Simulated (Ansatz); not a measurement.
`C[O][Ge]([O]C)([O]C)[Se]C` + `N#C[Si](Cl)(Cl)Cl` → `C[O][Ge]([O]C)([O]C)[Si](Cl)(Cl)Cl` + `C[Se]C#N`  (redistribution)

Gas-phase electronic energies from Ansatz, PBE0-D4/def2-TZVP geometries. CCSD(T)/CBS adds triple-zeta CCSD(T) − MP2 to the extrapolated MP2 energy (def2 sets, frozen cores). Functionals use def2-TZVPP. For Ge, Se outer-core shells are correlated without core-valence functions, which leaves a few kJ/mol of doubt a bond. Scalar relativity is left out up to krypton. One conformer a species, not always the lowest.

```
                             species  BLYP energy (Eh)
         `C[O][Ge]([O]C)([O]C)[Se]C`       -4864.06581
                 `N#C[Si](Cl)(Cl)Cl`       -1763.15730
`C[O][Ge]([O]C)([O]C)[Si](Cl)(Cl)Cl`       -4092.84640
                          `C[Se]C#N`       -2534.34378
```

Work out ΔE.

ΔE = (-4092.84640) + (-2534.34378) − (-4864.06581) − (-1763.15730) = 0.03293 Eh = +20.7 kcal/mol. CCSD(T)/CBS gives +25.6 kcal/mol.

Largest T1 diagnostic among the species: 0.012.

From BLYP to BHLYP (50 % exact exchange), in def2-TZVPP and without D4, ΔE moves by +4.2 kcal/mol. Leaving LDA and LC-ωPBE aside and taking each functional with its dispersion term where it has one, the values, not all of them listed here, spread over 5.3 kcal/mol, from PBE-D4 to PBE-QIDH.
